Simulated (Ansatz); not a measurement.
The same path of CH₉BOSSi₂ (15 atoms, charge 0, multiplicity 1) was run twice with different band settings. The coordinate that changes most is the dihedral S5–C3–Si4–H12.

All numbers below come from RKS PBE0/6-31G* (Ansatz).

Relaxed end points:

```xyz
15
Properties=species:S:1:pos:R:3
B -0.872 -1.822 -0.692
O -0.198 -0.715 -1.067
C 0.582 0.029 -0.141
Si 2.363 0.188 -0.824
S -0.084 1.716 0.090
Si -1.826 1.297 1.270
H -0.833 -2.192 0.453
H -1.486 -2.390 -1.548
H 0.592 -0.485 0.830
H 3.222 0.823 0.211
H 2.863 -1.180 -1.128
H 2.339 1.013 -2.058
H -2.795 0.435 0.537
H -1.448 0.613 2.538
H -2.441 2.619 1.555
```

```xyz
15
Properties=species:S:1:pos:R:3
B -0.618 -2.038 -0.044
O -0.021 -1.065 -0.764
C 0.593 0.053 -0.138
Si 2.373 0.238 -0.815
S -0.308 1.602 -0.502
Si -2.042 1.359 0.737
H -0.645 -1.965 1.159
H -1.097 -2.943 -0.661
H 0.613 -0.099 0.950
H 3.071 -1.065 -0.646
H 2.312 0.605 -2.252
H 3.077 1.292 -0.038
H -2.852 0.178 0.327
H -1.646 1.194 2.164
H -2.832 2.603 0.554
```

Common settings: movable images 9; climbing image yes; spring 5.0 eV/Å²; start path IDPP; force threshold 0.05 eV/Å; end points relaxed.

| run | optimiser | iteration limit | largest step |
| --- | --- | --- | --- |
| 1 | quadratic models (default) | 33 | default |
| 2 | fire | 36 | 0.02 Å |

(1) What does each run give, and how far can it be trusted?

Answers

(1) Run 1: converged after 5 iterations, highest image 0.085 eV above the first end. A vibrational analysis at the climbing image gives one clearly imaginary mode, 135i cm⁻¹: a first-order saddle point.
Run 2: converged after 23 iterations, highest image 0.087 eV above the first end. Another band between the same ends (9 images) ends at a top of the same energy, where a vibrational analysis finds 1 clearly imaginary mode.
